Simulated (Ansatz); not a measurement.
**Molecular dynamics of Cl4FH2STa**

The input (input.yaml):

```yaml
crystal:
  periodic: [false, false, false]
  atoms:
    - { symbol: Ta, position_ang: [-0.135547, 0.355792, 0.241801] }
    - { symbol: Cl, position_ang: [2.451882, -0.633511, 0.413206] }
    - { symbol: Cl, position_ang: [-0.304812, -0.16336, 2.516849] }
    - { symbol: Cl, position_ang: [0.537429, 1.171556, -1.838462] }
    - { symbol: Cl, position_ang: [-2.254337, 1.20825, 0.100252] }
    - { symbol: F, position_ang: [-0.357921, -1.419223, -0.333757] }
    - { symbol: S, position_ang: [1.380818, 2.281933, 0.987503] }
    - { symbol: H, position_ang: [1.303487, 2.11663, 2.339366] }
    - { symbol: H, position_ang: [2.395401, 0.78533, 0.748042] }
basis:
  gaussian: { orbitals: def2-SVP }
hamiltonian:
  xc: pbe
md:
  timestep: 0.5
  n_steps: 200
  ensemble: nve
  temperature: 100.0
  initial_velocities: maxwell_boltzmann
  seed: 4498
```

Command:

```bash
$ ansatz run input.yaml --threads 4 --pin off --max-ram 5120MiB --backend cpu --events-out ev --progress --plain --runs-dir out
```

It starts at the highest image of a converged band. Of that band: A structure lower than the last end lies on the path between it and the top, so the climb from that side starts below the end, which may itself be a saddle point or a shallow side well. A vibrational analysis at the climbing image gives one clearly imaginary mode, 153i cm⁻¹: a first-order saddle point.

Output, in part (one step line in 7, the closing report, with atoms numbered from 0):

```
md step     0: t =     0.00 fs  T =   100.0 K  F+E_penalty+E_count = -65187.42243158 eV  E_kin = 0.090482 eV  conserved = -65187.33194958 eV  (32 SCF iters)
md step     7: t =     3.50 fs  T =    77.0 K  F+E_penalty+E_count = -65187.40154502 eV  E_kin = 0.069691 eV  conserved = -65187.33185392 eV  (33 SCF iters)
md step    14: t =     7.00 fs  T =    49.0 K  F+E_penalty+E_count = -65187.37622890 eV  E_kin = 0.044352 eV  conserved = -65187.33187726 eV  (34 SCF iters)
md step    21: t =    10.50 fs  T =    31.5 K  F+E_penalty+E_count = -65187.36027010 eV  E_kin = 0.028467 eV  conserved = -65187.33180325 eV  (33 SCF iters)
md step    28: t =    14.00 fs  T =    50.9 K  F+E_penalty+E_count = -65187.37796908 eV  E_kin = 0.046088 eV  conserved = -65187.33188132 eV  (33 SCF iters)
md step    35: t =    17.50 fs  T =    67.7 K  F+E_penalty+E_count = -65187.39311262 eV  E_kin = 0.061218 eV  conserved = -65187.33189476 eV  (33 SCF iters)
md step    42: t =    21.00 fs  T =    60.5 K  F+E_penalty+E_count = -65187.38667184 eV  E_kin = 0.054779 eV  conserved = -65187.33189279 eV  (34 SCF iters)
md step    49: t =    24.50 fs  T =    37.3 K  F+E_penalty+E_count = -65187.36556934 eV  E_kin = 0.033711 eV  conserved = -65187.33185843 eV  (33 SCF iters)
md step    56: t =    28.00 fs  T =    28.0 K  F+E_penalty+E_count = -65187.35715805 eV  E_kin = 0.025329 eV  conserved = -65187.33182905 eV  (33 SCF iters)
md step    63: t =    31.50 fs  T =    40.3 K  F+E_penalty+E_count = -65187.36839689 eV  E_kin = 0.036498 eV  conserved = -65187.33189921 eV  (34 SCF iters)
md step    70: t =    35.00 fs  T =    47.6 K  F+E_penalty+E_count = -65187.37485108 eV  E_kin = 0.043032 eV  conserved = -65187.33181880 eV  (33 SCF iters)
md step    77: t =    38.50 fs  T =    72.8 K  F+E_penalty+E_count = -65187.39779040 eV  E_kin = 0.065857 eV  conserved = -65187.33193358 eV  (33 SCF iters)
md step    84: t =    42.00 fs  T =    69.6 K  F+E_penalty+E_count = -65187.39480607 eV  E_kin = 0.062945 eV  conserved = -65187.33186115 eV  (33 SCF iters)
md step    91: t =    45.50 fs  T =    58.6 K  F+E_penalty+E_count = -65187.38490119 eV  E_kin = 0.053030 eV  conserved = -65187.33187140 eV  (33 SCF iters)
md step    98: t =    49.00 fs  T =    58.3 K  F+E_penalty+E_count = -65187.38455262 eV  E_kin = 0.052739 eV  conserved = -65187.33181334 eV  (33 SCF iters)
md step   105: t =    52.50 fs  T =    86.6 K  F+E_penalty+E_count = -65187.41023225 eV  E_kin = 0.078329 eV  conserved = -65187.33190331 eV  (33 SCF iters)
md step   112: t =    56.00 fs  T =    96.4 K  F+E_penalty+E_count = -65187.41909176 eV  E_kin = 0.087188 eV  conserved = -65187.33190409 eV  (33 SCF iters)
md step   119: t =    59.50 fs  T =    85.8 K  F+E_penalty+E_count = -65187.40951526 eV  E_kin = 0.077667 eV  conserved = -65187.33184784 eV  (32 SCF iters)
md step   126: t =    63.00 fs  T =    95.5 K  F+E_penalty+E_count = -65187.41825574 eV  E_kin = 0.086398 eV  conserved = -65187.33185798 eV  (34 SCF iters)
md step   133: t =    66.50 fs  T =   131.9 K  F+E_penalty+E_count = -65187.45119100 eV  E_kin = 0.119351 eV  conserved = -65187.33183969 eV  (34 SCF iters)
md step   140: t =    70.00 fs  T =   187.6 K  F+E_penalty+E_count = -65187.50165703 eV  E_kin = 0.169730 eV  conserved = -65187.33192747 eV  (33 SCF iters)
md step   147: t =    73.50 fs  T =   216.4 K  F+E_penalty+E_count = -65187.52771330 eV  E_kin = 0.195826 eV  conserved = -65187.33188737 eV  (32 SCF iters)
md step   154: t =    77.00 fs  T =   232.3 K  F+E_penalty+E_count = -65187.54203809 eV  E_kin = 0.210200 eV  conserved = -65187.33183833 eV  (32 SCF iters)
md step   161: t =    80.50 fs  T =   289.6 K  F+E_penalty+E_count = -65187.59389685 eV  E_kin = 0.262053 eV  conserved = -65187.33184380 eV  (33 SCF iters)
md step   168: t =    84.00 fs  T =   372.3 K  F+E_penalty+E_count = -65187.66876982 eV  E_kin = 0.336828 eV  conserved = -65187.33194157 eV  (31 SCF iters)
md step   175: t =    87.50 fs  T =   422.2 K  F+E_penalty+E_count = -65187.71390373 eV  E_kin = 0.381984 eV  conserved = -65187.33191942 eV  (32 SCF iters)
md step   182: t =    91.00 fs  T =   441.5 K  F+E_penalty+E_count = -65187.73137160 eV  E_kin = 0.399507 eV  conserved = -65187.33186486 eV  (32 SCF iters)
md step   189: t =    94.50 fs  T =   484.4 K  F+E_penalty+E_count = -65187.77020332 eV  E_kin = 0.438327 eV  conserved = -65187.33187594 eV  (32 SCF iters)
md step   196: t =    98.00 fs  T =   547.4 K  F+E_penalty+E_count = -65187.82725241 eV  E_kin = 0.495337 eV  conserved = -65187.33191540 eV  (31 SCF iters)
md step   200: t =   100.00 fs  T =   571.1 K  F+E_penalty+E_count = -65187.84866191 eV  E_kin = 0.516751 eV  conserved = -65187.33191093 eV  (32 SCF iters)
Total energy: -65187.84872638 eV, -2395.6092547835 hartree
Atom 0 at    -0.071670     0.265436     0.230244 Å, force    -0.102421    -0.875416    -0.003908 eV/Å
Atom 1 at     2.170271    -0.549185     0.342567 Å, force     0.153431    -0.225662     0.098883 eV/Å
Atom 2 at    -0.332771    -0.106904     2.542110 Å, force    -0.026012     0.195321    -0.088550 eV/Å
Atom 3 at     0.512408     1.202493    -1.818927 Å, force    -0.051227     0.311029    -0.194364 eV/Å
Atom 4 at    -2.230169     1.252079     0.075952 Å, force     0.596623    -0.122675     0.133378 eV/Å
Atom 5 at    -0.528042    -1.460838    -0.347162 Å, force    -0.246714     0.460550     0.078969 eV/Å
Atom 6 at     1.452080     2.541073     1.108325 Å, force     0.230585    -0.043228    -0.465857 eV/Å
Atom 7 at     1.492421     2.307008     2.436988 Å, force    -0.059586    -0.083784     0.382620 eV/Å
Atom 8 at     2.596778     1.776633     0.898386 Å, force    -0.494679     0.383865     0.058829 eV/Å
Dipole moment:     0.405154     0.556147     0.369486 e Å
```

The run went to its last step. The conserved energy stayed within 0.021 meV per atom of its start (net change 0.0043 meV per atom), so the integration is sound. The kinetic energy rose, since the run started high on the potential surface and went downhill. A run of 0.1 ps of so small a system gives no equilibrium averages. The orbitals stay closed-shell, which can raise the energy where a bond breaks towards radicals; this wasn't checked here.

Between its relaxed ends the band would form Cl2–H9 and break Ta1–Cl2, S7–H9. These pairs go: Cl2–H9 1.46 → 2.43 Å, Ta1–Cl2 2.78 → 2.39 Å, S7–H9 1.82 → 1.39 Å. In the last frame they stand as before the step (other bonds may differ from the relaxed reactants and products). It ends as one piece, Cl4FH2STa. Pairs count as bonded within 1.25 times the sum of covalent radii (0.12 Å more for H–H).

Last frame:

```xyz
9
Properties=species:S:1:pos:R:3
Ta -0.072 0.265 0.230
Cl 2.170 -0.549 0.343
Cl -0.333 -0.107 2.542
Cl 0.512 1.202 -1.819
Cl -2.230 1.252 0.076
F -0.528 -1.461 -0.347
S 1.452 2.541 1.108
H 1.492 2.307 2.437
H 2.597 1.777 0.898
```

Run time: 9.3 min on 4 threads of Arm Neoverse V1 (shared host), peak memory 0.24 GiB.
